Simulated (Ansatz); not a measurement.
Geometry optimisation, RKS B3LYP/def2-SVP (Ansatz).

Input:

```yaml
crystal:
  periodic: [false, false, false]
  atoms:
    - { symbol: "N", position_ang: [-0.36252, 1.4858, -0.93387] }
    - { symbol: B, position_ang: [-0.30066, 0.34806, -0.14064] }
    - { symbol: Al, position_ang: [-1.624, -0.67011, 1.09303] }
    - { symbol: S, position_ang: [1.27941, -0.5678, -0.10587] }
    - { symbol: H, position_ang: [0.41079, 1.82379, -1.482] }
    - { symbol: H, position_ang: [-1.18454, 2.06365, -1.02873] }
    - { symbol: H, position_ang: [-3.12295, -0.33013, 1.41327] }
    - { symbol: H, position_ang: [-1.0545, -1.96533, 1.80265] }
    - { symbol: H, position_ang: [0.85343, -1.51732, 0.74217] }
basis:
  gaussian: { orbitals: def2-SVP }
hamiltonian:
  xc: b3lyp
relax:
  f_tol: 0.015
  max_steps: 40
```

Launched with:

```bash
$ ansatz run input.yaml --threads 1 --pin off --max-ram 2048MiB --backend cpu --events-out ev --progress --plain --runs-dir out
```

**Question.** Where does it end, and by what steps?

**Answer.** It converged. After 7 steps the energy has fallen by 0.144 eV; H9 moved furthest, 0.48 Å.

```
step  energy less start (eV)  largest force component (eV/Å)  accepted
   0                  0.0000                           0.501       yes
   1                 -0.0980                           0.138       yes
   2                 -0.1200                           0.082       yes
   3                 -0.1289                           0.405       yes
   4                 -0.1408                           0.165       yes
   5                 -0.1431                           0.034       yes
   6                 -0.1435                           0.015       yes
   7                 -0.1435                           0.012       yes
```

```xyz
9
Properties=species:S:1:pos:R:3
N -0.420 1.403 -0.855
B -0.181 0.235 -0.113
Al -1.697 -0.650 1.104
S 1.501 -0.500 -0.234
H 0.269 1.858 -1.448
H -1.314 1.880 -0.853
H -3.165 -0.028 1.225
H -1.405 -1.977 1.942
H 1.307 -1.550 0.592
```

Whether the end is a true minimum wasn't checked by a vibrational analysis.

Time of the run: 30 s on 1 thread of Intel(R) Xeon(R) Processor @ 2.70GHz (shared host), peak memory 0.18 GiB.
